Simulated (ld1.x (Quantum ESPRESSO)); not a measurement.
# Logarithmic derivatives: zirconium (Zr), TM

* Element: zirconium
* Generator: ld1.x (Quantum ESPRESSO) 7.5
* Type: norm-conserving Troullier–Martins (Kleinman–Bylander form)
* Functional: PBE
* Relativity: scalar-relativistic
* Frozen core: [Ar] 3d10
* Valence charge: 12
* Reference configuration: 4s2 4p6 4d2 5s0 5p0 (charge +2)
* Partial waves: 4s (bound): rc 1.50 bohr; 4d (bound): rc 2.35 bohr; 4p (bound): rc 1.75 bohr
* Local potential: the p channel
* Core correction: a·sin(br)/r model core inside 1.25 bohr

The phase is arctan(r·u′/u) with u = r·R(r), unwrapped; energies in Ry, scanned from -7 to 5 Ry. A pole is an energy at which the radial function vanishes at the test radius. The pseudo phase is shifted by a multiple of π to meet the all-electron one at the reference energy, and phase errors are pseudo minus all-electron; the curves can meet again beyond the range given. Levels narrower than the energy grid can be missing from the lists of poles.

```
channel  radius (bohr)  reference energy (Ry)  poles, all-electron  poles, pseudo  unbroken range about the reference energy with phases within 0.05 rad  phase error 1 Ry above the reference energy (rad)
      s           2.53                  -5.07          -4.97, 2.62    -4.97, 2.38                                                             below -1.2                                             -0.001
      p           2.53                  -3.45          -3.23, 3.94    -3.23, 3.48                                                             below -0.4                                             -0.002
      d           2.53                  -1.27                -0.50          -0.50                                                              below 1.7                                             -0.002
```

Phases in the p channel:

| E (Ry) | all-electron | pseudo |
| --- | --- | --- |
| -7.00 | 1.391 | 1.391 |
| -6.48 | 1.379 | 1.379 |
| -5.96 | 1.365 | 1.365 |
| -5.44 | 1.345 | 1.344 |
| -4.92 | 1.314 | 1.314 |
| -4.40 | 1.255 | 1.254 |
| -3.88 | 1.022 | 1.020 |
| -3.36 | -1.452 | -1.452 |
| -2.84 | -1.708 | -1.709 |
| -2.32 | -1.789 | -1.791 |
| -1.80 | -1.858 | -1.862 |
| -1.28 | -1.946 | -1.954 |
| -0.76 | -2.090 | -2.112 |
| -0.24 | -2.401 | -2.473 |
| 0.28 | -3.166 | -3.355 |
| 0.80 | -3.995 | -4.112 |
| 1.32 | -4.342 | -4.402 |
| 1.84 | -4.496 | -4.536 |
| 2.36 | -4.581 | -4.613 |
| 2.88 | -4.637 | -4.666 |
| 3.40 | -4.678 | -4.707 |
| 3.92 | -4.711 | -4.742 |
| 4.44 | -4.740 | -4.776 |
| 4.96 | -4.768 | -4.812 |
